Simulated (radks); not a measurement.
The xenon ion Xe2+ inside a hard spherical wall (all orbitals vanish at R), configuration held at [Kr] 4d10 5s2 5p4 and not refilled when levels cross. Method: scalar-relativistic Kohn-Sham, LDA (Slater exchange, VWN5 correlation), spin-unpolarised, spherical densities, finite nucleus; Fermi nuclear charge, rms radius 4.7859 fm; computed with a radial shooting solver on a logarithmic mesh with Libxc functionals. Eigenvalues in eV, with the zero of energy where the potential of the charges vanishes at infinity; a dash marks a level that is unbound or too diffuse for the functional's potential to be trusted. A positive occupied level is held by the wall or, in an anion where self-interaction has pushed it up, behind a barrier. The pressure on the wall is -dE/dV.

R (bohr)	E (hartree)	kinetic (hartree)	e(4p)	e(4d)	e(5s)	e(5p)	e(5d, empty)	e(6s, empty)	pressure (GPa)
free	-7439.84808	7821.322	-162.39	-80.734	-39.593	-26.847	-11.796	-11.466	0
20	-7439.84808	7821.322	-162.39	-80.734	-39.593	-26.847	-11.796	-11.466	< 0.0001
8	-7439.84806	7821.323	-162.39	-80.733	-39.592	-26.846	-11.764	-11.296	0.00139
7	-7439.84790	7821.325	-162.38	-80.725	-39.586	-26.839	-11.674	-10.916	0.0200
4	-7439.69357	7822.486	-159.93	-78.334	-37.669	-24.479	-5.906	5.324	48.0
3.5	-7439.40366	7824.174	-157.20	-75.699	-35.273	-21.385	-0.367	19.306	179
2	-7427.56739	7871.242	-120.68	-39.981	24.510	51.102	96.552	235.88	18000
1.5	-7391.51151	7993.592	-64.021	21.274	171.78	213.35	275.19	604.49	152000
